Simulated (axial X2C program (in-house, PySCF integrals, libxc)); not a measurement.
**Outer orbitals of KTe⁺ at 3.620 Å, BHandHLYP**

Calculated with an in-house relativistic program for diatomic molecules. Spin-free means the one-electron spin-free X2C Hamiltonian; two-component (2c) means X2C with spin–orbit coupling and atomic mean-field two-electron Coulomb and Gaunt terms, so the difference of the two also holds small scalar two-electron terms. Basis: Te dyall-cv3z [11s12p8d4f1g], K dyall-cv3z [11s12p6d3f] (cores contracted in-house); Gaussian nuclei, density fitting, unrestricted open shells. Masses: Te 129.906 u, K 38.964 u.

The distance is close to the 2c PBE0 minimum; the highest filled and lowest empty levels are listed.

Spin-free orbitals, state M_S = 1, Λ = 0 (beyond evenly filled blocks: π+α, π-α) (Löwdin shares):

```csv
symmetry,occupied,ε (eV),atomic character
π-β,yes,-27.95,100% K p
π+β,yes,-27.95,100% K p
π-α,yes,-27.95,100% K p
π+α,yes,-27.95,100% K p
σβ,yes,-27.91,100% K p
σα,yes,-27.91,100% K p
σα,yes,-23.41,"92% Te s, 4% K p, 3% K d"
σβ,yes,-20.85,"91% Te s, 4% K p, 3% K d"
π-α,yes,-12.83,98% Te p
π+α,yes,-12.83,98% Te p
σα,yes,-12.08,"91% Te p, 4% K p, 3% K s"
σβ,yes,-11.48,"90% Te p, 4% K p, 3% K s"
π-β,no,-7.14,"94% Te p, 3% K d, 2% K p"
π+β,no,-7.14,"94% Te p, 3% K d, 2% K p"
σα,no,-4.74,"91% K s, 4% K p, 2% Te p"
σβ,no,-4.73,"90% K s, 4% K p, 3% Te p"
```

Spinors with spin–orbit coupling (state Ω = 1):

```
   ω  occupied  ε (eV)          atomic character     λ mixture
-1/2       yes  -28.25                  100% K p  69% π, 31% σ
 1/2       yes  -28.24                  100% K p  72% π, 28% σ
-3/2       yes  -27.98                  100% K p        100% π
 3/2       yes  -27.98                  100% K p        100% π
-1/2       yes  -27.97                  100% K p  69% σ, 31% π
 1/2       yes  -27.96                  100% K p  72% σ, 28% π
 1/2       yes  -22.99  92% Te s, 4% K p, 3% K d        100% σ
-1/2       yes  -21.12  91% Te s, 4% K p, 3% K d        100% σ
-1/2       yes  -12.88                  98% Te p   95% π, 5% σ
 1/2       yes  -12.31          93% Te p, 3% K p  73% σ, 27% π
 3/2       yes  -12.23                  97% Te p        100% π
-1/2       yes  -11.73  91% Te p, 4% K p, 3% K s   95% σ, 5% π
 1/2        no   -7.11  91% Te p, 3% K d, 3% K s  72% π, 28% σ
-3/2        no   -6.92  94% Te p, 4% K d, 3% K p        100% π
-1/2        no   -4.79  90% K s, 4% K p, 2% Te p        100% σ
 1/2        no   -4.76  89% K s, 5% K p, 4% Te p   99% σ, 1% π
```

Q: How does the gap between the highest filled and lowest empty level change from the spin-free to the 2c table?

A: From 4.34 to 4.62 eV at BHandHLYP, a change of 0.28 eV.

Mulliken charges and populations of the two-component result (they depend on the basis, above all on diffuse functions):

Te 0.09 e (s 10.00 p 21.90 d 20.01), K 0.91 e (s 6.04 p 12.03 d 0.03). ⟨Lz⟩ = 0.27 ħ and ⟨Sz⟩ = 0.73 ħ (0.73 and -0.01 on the two atoms), which add up to Ω.

The state is one determinant whose occupation by symmetry is held fixed; it was picked as the lowest of a PBE0 search that is not exhaustive. Density functionals use the spin component along the axis (collinear). Other states lie close and PBE0, whose exact exchange favours high spin, may order them wrongly; the determinant shown need not be the ground state. The nearest other spin-free determinant of the search, M_S = 1, Λ = 1, lies 0.44 eV up at the distance of the search. With several unpaired electrons one determinant need not be a pure state. Open-shell Ω = 0 determinants with evenly filled partner blocks cannot be reached by this program, so the Ω shown need not be the lowest component. This is the Ω = 1 component of a π² triplet; the 0⁺ component is not one determinant and can lie lowest.
